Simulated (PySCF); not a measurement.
HgBr, SMILES [Br][Hg+], charge +1. Geometry: PBE-D3(BJ)/def2-TZVP. The multiplicity is an assumed one; other spin states were not compared. The def2 effective core potentials stand for the cores of Hg; spin–orbit coupling is left out.

Problem. Give the equilibrium geometry at PBE-D3(BJ)/def2-TZVP (PySCF confirms it by a frequency run) as a Z-matrix, and its point group. (Estimate from the structure and the level; the computed values follow.)

Solution. point group C∞v.
```
Hg
Br 1 2.3977
```
Charge +1, spin multiplicity 1.
